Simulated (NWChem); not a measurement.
The numbers come from NWChem runs, not from measurements. System: BCl, charge 0, spin multiplicity 1, displaced from the optimised geometry. The structure started from a generated list of species.

Input file:

```
start mol
memory heap 200 mb stack 900 mb global 1100 mb
geometry units angstroms nocenter noautoz noautosym
  B      0.000000     0.000000    -3.907384
  Cl     0.000000     0.000000     0.390738
end
basis spherical
  * library cc-pvdz
end
dft
  xc b3lyp
  semidirect memsize 60000000 filesize 0
  iterations 100
end
task dft energy
```

The output up to the point where the run's verdict is printed (cleaned and shortened):

```
             Northwest Computational Chemistry Package (NWChem) 7.3.0
             --------------------------------------------------------

                                NWChem Input Module
                                -------------------

 Scaling coordinates for geometry "geometry" by  1.889725989
 (inverse scale =  0.529177249)

                             Geometry "geometry" -> ""
                             -------------------------

 Output coordinates in angstroms (scale by  1.889725989 to convert to a.u.)

  No.       Tag          Charge          X              Y              Z
 ---- ---------------- ---------- -------------- -------------- --------------
    1 B                    5.0000     0.00000000     0.00000000    -3.90738400
    2 Cl                  17.0000     0.00000000     0.00000000     0.39073800

 Effective nuclear repulsion energy (a.u.)      10.4650510537

            Nuclear Dipole moment (a.u.)
            ----------------------------
        X                 Y               Z
 ---------------- ---------------- ----------------
     0.0000000000     0.0000000000   -24.3668336543


 Summary of "ao basis" -> "" (spherical)
 ------------------------------------------------------------------------------
       Tag                 Description            Shells   Functions and Types
 ---------------- ------------------------------  ------  ---------------------
 *                          cc-pvdz                   on all atoms

                                 NWChem DFT Module
                                 -----------------

 Summary of "ao basis" -> "ao basis" (spherical)
 ------------------------------------------------------------------------------
       Tag                 Description            Shells   Functions and Types
 ---------------- ------------------------------  ------  ---------------------
 B                          cc-pvdz                  6       14   3s2p1d
 Cl                         cc-pvdz                  8       18   4s3p1d

 Summary of "ao basis" -> "ao basis" (spherical)
 ------------------------------------------------------------------------------
[...]
 d= 0,ls=0.5,diis    52   -484.8130788167 -3.38D-04  2.58D-04  4.81D-03     2.1
 d= 0,ls=0.5,diis    53   -484.8133431583 -2.64D-04  2.52D-04  3.96D-03     2.2
 d= 0,ls=0.5,diis    54   -484.8135329941 -1.90D-04  2.29D-04  3.39D-03     2.2
 d= 0,ls=0.5,diis    55   -484.8137103726 -1.77D-04  2.21D-04  2.83D-03     2.3
 d= 0,ls=0.5,diis    56   -484.8138586829 -1.48D-04  2.03D-04  2.37D-03     2.3
 d= 0,ls=0.5,diis    57   -484.8140200061 -1.61D-04  2.15D-04  1.84D-03     2.3
 d= 0,ls=0.5,diis    58   -484.8141765540 -1.57D-04  1.88D-04  1.33D-03     2.4
 d= 0,ls=0.5,diis    59   -484.8142584807 -8.19D-05  1.69D-04  1.11D-03     2.4
 d= 0,ls=0.5,diis    60   -484.8143299779 -7.15D-05  1.61D-04  9.02D-04     2.4
 d= 0,ls=0.5,diis    61   -484.8143912260 -6.12D-05  1.44D-04  7.27D-04     2.5
 d= 0,ls=0.5,diis    62   -484.8144416481 -5.04D-05  1.36D-04  5.83D-04     2.5
 d= 0,ls=0.5,diis    63   -484.8144815426 -3.99D-05  1.30D-04  4.73D-04     2.6
 d= 0,ls=0.5,diis    64   -484.8145141585 -3.26D-05  1.22D-04  3.85D-04     2.6
 d= 0,ls=0.5,diis    65   -484.8145412878 -2.71D-05  1.11D-04  3.13D-04     2.6
 d= 0,ls=0.5,diis    66   -484.8145637457 -2.25D-05  1.03D-04  2.54D-04     2.7
 d= 0,ls=0.5,diis    67   -484.8145820646 -1.83D-05  9.51D-05  2.07D-04     2.7
 d= 0,ls=0.5,diis    68   -484.8145974545 -1.54D-05  8.59D-05  1.68D-04     2.8
 d= 0,ls=0.5,diis    69   -484.8146100933 -1.26D-05  7.99D-05  1.37D-04     2.8
 d= 0,ls=0.5,diis    70   -484.8146207794 -1.07D-05  7.80D-05  1.10D-04     2.9
 d= 0,ls=0.5,diis    71   -484.8146294209 -8.64D-06  7.08D-05  9.03D-05     2.9
 d= 0,ls=0.5,diis    72   -484.8146367412 -7.32D-06  6.44D-05  7.34D-05     2.9
 d= 0,ls=0.5,diis    73   -484.8146428462 -6.10D-06  5.82D-05  5.95D-05     3.0
 d= 0,ls=0.5,diis    74   -484.8146480286 -5.18D-06  5.28D-05  4.78D-05     3.0
 d= 0,ls=0.5,diis    75   -484.8146524036 -4.38D-06  5.15D-05  3.80D-05     3.0
 d= 0,ls=0.5,diis    76   -484.8146560750 -3.67D-06  5.12D-05  3.03D-05     3.1
 d= 0,ls=0.5,diis    77   -484.8146591785 -3.10D-06  4.36D-05  2.43D-05     3.1
 d= 0,ls=0.5,diis    78   -484.8146615898 -2.41D-06  5.83D-05  2.00D-05     3.1
 d= 0,ls=0.5,diis    79   -484.8146635801 -1.99D-06  5.54D-05  1.79D-05     3.2
 d= 0,ls=0.5,diis    80   -484.8146653692 -1.79D-06  5.58D-05  1.60D-05     3.2
 d= 0,ls=0.5,diis    81   -484.8146670725 -1.70D-06  6.03D-05  1.40D-05     3.2
 d= 0,ls=0.5,diis    82   -484.8146687414 -1.67D-06  6.03D-05  1.22D-05     3.3
 d= 0,ls=0.5,diis    83   -484.8146704443 -1.70D-06  5.77D-05  1.00D-05     3.3
 d= 0,ls=0.5,diis    84   -484.8146719287 -1.48D-06  5.06D-05  8.25D-06     3.3
 d= 0,ls=0.5,diis    85   -484.8146730503 -1.12D-06  5.46D-05  7.14D-06     3.4
 d= 0,ls=0.5,diis    86   -484.8146741815 -1.13D-06  5.05D-05  6.06D-06     3.4
 d= 0,ls=0.5,diis    87   -484.8146751457 -9.64D-07  4.58D-05  5.16D-06     3.4
 d= 0,ls=0.5,diis    88   -484.8146759493 -8.04D-07  4.50D-05  4.41D-06     3.4
 d= 0,ls=0.5,diis    89   -484.8146766744 -7.25D-07  4.18D-05  3.75D-06     3.5
 d= 0,ls=0.5,diis    90   -484.8146772984 -6.24D-07  3.87D-05  3.18D-06     3.5
 d= 0,ls=0.5,diis    91   -484.8146778341 -5.36D-07  3.61D-05  2.69D-06     3.5
 d= 0,ls=0.5,diis    92   -484.8146782907 -4.57D-07  3.35D-05  2.29D-06     3.6
 d= 0,ls=0.5,diis    93   -484.8146786826 -3.92D-07  3.08D-05  1.94D-06     3.6
 d= 0,ls=0.5,diis    94   -484.8146790138 -3.31D-07  2.86D-05  1.65D-06     3.6
 d= 0,ls=0.5,diis    95   -484.8146792986 -2.85D-07  2.64D-05  1.40D-06     3.7
 d= 0,ls=0.5,diis    96   -484.8146795407 -2.42D-07  2.45D-05  1.19D-06     3.7
 d= 0,ls=0.5,diis    97   -484.8146797482 -2.08D-07  2.25D-05  1.01D-06     3.7
 d= 0,ls=0.5,diis    98   -484.8146799241 -1.76D-07  2.08D-05  8.63D-07     3.8
 d= 0,ls=0.5,diis    99   -484.8146800739 -1.50D-07  1.92D-05  7.34D-07     3.8
 d= 0,ls=0.5,diis   100   -484.8146802013 -1.27D-07  1.78D-05  6.25D-07     3.8
```

The run did not converge; its last values are not results. The next line reads: Calculation failed to converge. NWChem stopped with the message: dft energy failed.
